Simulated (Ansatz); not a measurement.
Computed with Ansatz.

A structure relaxed at PBE0-D4/def2-TZVP, charge 0, multiplicity 1:

```xyz
18

C    -1.076   -1.402   -0.684
Si   -0.511    0.181    0.121
C    -1.723    0.777    1.399
C    -0.159    1.486   -1.162
O     0.902   -0.128    0.969
Sn    2.615   -0.752    0.449
F     3.755   -0.878    1.941
F     3.448    0.391   -0.804
F     2.545   -2.460   -0.355
H    -2.004   -1.244   -1.240
H    -0.332   -1.786   -1.389
H    -1.260   -2.179    0.061
H    -2.688    1.006    0.938
H    -1.888    0.017    2.166
H    -1.359    1.682    1.891
H     0.601    1.157   -1.876
H     0.197    2.409   -0.697
H    -1.063    1.724   -1.730
```

(1) Give its formula and SMILES.

(2) Point group (tolerance 0.08 Å, 0.16 Å for H)?

(3) Summarise the bond lengths by kind.

## Answers

(1) C3H9F3OSiSn, `C[Si](C)(C)[O][Sn]([F])([F])[F]`.

(2) Cs.

(3) 3 × C–Si 1.859 to 1.864 Å; 9 × C–H 1.092 to 1.094 Å; 1 × O–Si 1.677 Å; 1 × O–Sn 1.895 Å; 3 × F–Sn 1.883 to 1.889 Å.
